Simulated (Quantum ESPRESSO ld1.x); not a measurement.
The numbers below are computed, except where a source is named.
Problem. The cerium ion Ce37+, 21 electrons, occupied as [Ar] 3d3. Level of theory: scalar-relativistic Kohn-Sham, LDA (Slater exchange, Perdew-Wang correlation), spin-polarised, spherical densities, point nucleus; open shells are filled with parallel spins first (ld1.x of Quantum ESPRESSO 7.5). Some entries of the table are withheld. Estimate them.

orbital,occ.,eigenvalue (hartree),<1/r> (bohr^-1)
1s up,1,-1549.04,63.29
1s down,1,-1549.03,63.29
2s up,1,-305.807,14.69
2s down,1,-305.359,14.70
2p up,3,-281.600,13.90
2p down,3,-281.249,13.91
3s up,1,-110.481,5.723
3s down,1,-110.001,5.707
3p up,3,-102.898,5.463
3p down,3,-102.404,5.447
3d up,3,(1),5.218
3d down,0,(2),5.207
4s up,0,-55.7146,2.932
4s down,0,-55.5525,2.924
4p up,0,(3),2.820
4p down,0,(4),2.812

Solution. 
(1) 3d up eigenvalue (hartree): -93.5665
(2) 3d down eigenvalue (hartree): -92.9588
(3) 4p up eigenvalue (hartree): -52.6852
(4) 4p down eigenvalue (hartree): -52.5225
